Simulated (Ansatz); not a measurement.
`[CH3][Al]([OH])[SH]` + H₂S → `[OH][Al]([SH])[SH]` + CH₄  (ligand exchange at the Al–C bond)

Program: Ansatz. Geometries: PBE0-D4/def2-TZVP. ΔE: electronic, gas phase. CCSD(T)/CBS is the MP2 limit (def2-TZVPP, def2-QZVPP) plus CCSD(T) − MP2 in def2-TZVPP, frozen cores. This one scheme is used for every species. Functionals use def2-TZVPP. HSE06 is defined as in plane-wave codes. One conformer a species, not always the lowest.

```
         level  ΔE (kJ/mol)  difference from CCSD(T)/CBS
        PBE-D4       -108.2                          2.5
        B97M-V       -112.9                         -2.2
       PBE0-D4       -110.8                         -0.1
    r2SCANh-D4       -113.4                         -2.7
       ωB97X-V       -108.3                          2.4
       ωB97M-V       -106.8                          3.9
        revPBE       -107.5                          3.2
       r2SCANh       -113.1                         -2.4
       r2SCAN0       -113.5                         -2.8
         HSE06       -109.7                          1.0
     CAM-B3LYP       -106.1                          4.6
       LC-ωPBE       -107.3                          3.4
 HF/def2-TZVPP       -115.4                         -4.7
MP2/def2-QZVPP       -114.0                         -3.3
  HF/CBS(def2)       -114.3                         -3.6
CCSD/CBS(def2)       -110.2                          0.5
   CCSD(T)/CBS       -110.7                            0
```

(1) What do rigid-rotor, harmonic-oscillator terms from PBE0-D4/def2-TZVP frequencies (298.15 K, 1 bar) make of the CCSD(T)/CBS value? (An estimate is asked.)

Largest T1 diagnostic among the species: 0.012.

Results:

(1) The calculation gave: ΔZPE = +8.7 kJ/mol, ΔH = -102.3 kJ/mol, ΔS = -22 J/(mol·K), ΔG = -95.7 kJ/mol. Modes under 50 cm⁻¹ make the entropy rough.

From BLYP to BHLYP (50 % exact exchange), in def2-TZVPP and without D4, ΔE moves by −5.5 kJ/mol. Leaving LDA and LC-ωPBE aside and taking each functional with its dispersion term where it has one, the values, not all of them listed here, spread over 6.9 kJ/mol, from r2SCAN0-D4 to ωB97M-V. LDA lies +3.6 kJ/mol from PBE without D4.
